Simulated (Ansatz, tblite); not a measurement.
Forces on Al3Sb3H12 at its PBE-D4/def2-SVP geometry. Charge 0, multiplicity 1.

In the def2 sets Sb takes a core potential; there is no spin–orbit coupling. The xTB rows come from tblite.

GFN1-xTB (tblite), largest force 1.44 eV/Å:

```xyz
18
positions Å, forces eV/Å
Al    1.159    0.689   -2.038   -0.920   -0.439   -0.897
Al    1.577   -0.182    0.444   -0.092   -0.878    0.139
Al   -0.630    0.798    2.799    0.151    0.053    0.064
Sb   -0.905   -0.550   -3.208    0.745    0.840    0.246
Sb    0.198   -2.511    0.503   -0.389    1.124    0.580
Sb   -2.318   -1.261    0.991    1.121    0.635   -0.643
H     0.638    1.035   -0.397    0.070    0.162    0.064
H     1.983    1.961   -2.539    0.052   -0.093    0.175
H     3.023    0.133    1.039   -0.191    0.057   -0.101
H     2.154   -0.478   -1.322    0.317   -0.086   -0.408
H    -1.114    2.300    3.049    0.028   -0.605   -0.009
H    -0.882   -0.425    3.796   -0.075    0.519   -0.264
H    -1.752    0.968   -3.216    0.216   -0.365   -0.123
H    -0.212   -0.189   -4.762   -0.242   -0.015    0.307
H     0.762    0.643    1.934   -0.529    0.121    0.687
H     0.397   -2.675    2.220   -0.030   -0.052   -0.409
H    -1.720    0.435    1.361   -0.107   -0.659    0.032
H    -2.357   -0.690   -0.655   -0.125   -0.318    0.561
```

GFN2-xTB (tblite), largest force 1.23 eV/Å:

```
Al -0.580 0.136 -1.082
Al 0.352 -0.221 0.443
Al -0.513 0.173 -0.274
Sb 0.490 0.382 0.052
Sb -0.296 0.354 0.137
Sb 0.140 -0.666 -0.313
H -0.151 0.143 0.232
H -0.141 -0.298 0.156
H -0.397 -0.119 -0.147
H 0.133 -0.068 0.125
H 0.198 -0.504 0.142
H 0.031 0.344 -0.198
H 0.218 -0.177 -0.049
H -0.111 0.050 0.246
H 0.120 -0.024 0.165
H -0.005 0.090 -0.131
H 0.574 0.559 0.270
H -0.061 -0.153 0.225
```

PBE0-D4/def2-TZVP (Ansatz), largest force 0.61 eV/Å:

```
Al 0.066 -0.012 0.108
Al -0.001 0.029 -0.066
Al 0.003 -0.039 0.013
Sb 0.107 0.486 -0.281
Sb -0.141 0.279 0.419
Sb 0.382 0.322 -0.350
H 0.075 -0.091 -0.025
H -0.114 -0.159 0.049
H -0.196 -0.044 -0.062
H -0.086 0.096 -0.003
H 0.069 -0.183 -0.045
H 0.024 0.139 -0.123
H 0.151 -0.317 0.015
H -0.139 -0.095 0.313
H -0.071 0.001 0.031
H -0.033 0.008 -0.328
H -0.070 -0.293 -0.038
H -0.026 -0.125 0.372
```
